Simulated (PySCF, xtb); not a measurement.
B(Cl)(Me)(Et) (C3H8BCl), SMILES CCB(C)Cl.

The structure is a stationary point at r2SCAN-D4/def2-SVP. Other conformers were not sampled.

Calculation: IEF-PCM-PBE0/def2-SVP (PySCF).

The values are the electrostatic part of the solvation free energy, E(continuum) − E(gas) at the gas-phase geometry, in a cavity of scaled van der Waals radii (PySCF's table); cavitation and dispersion terms are not included. In vacuum the orbital gap is 7.56 eV. The dipole moment in vacuum is 1.50 D.

Question: Estimate the values in water (ε = 78.36), n-hexane (ε = 1.88), cyclohexanone (ε = 15.62). (Estimate from the structure and the level; the computed values follow.)

Answer: 
| solvent | ε | ΔG(elec) (kcal/mol) | dipole (D) | gap (eV) |
|---|---|---|---|---|
| water | 78.36 | -1.6 | 2.00 | 7.68 |
| n-hexane | 1.88 | -0.6 | 1.67 | 7.60 |
| cyclohexanone | 15.62 | -1.5 | 1.96 | 7.67 |

For comparison, GFN2-xTB/ALPB(water) (xtb, at the GFN2-xTB geometry, all terms of that model) gives -1.5 kcal/mol.
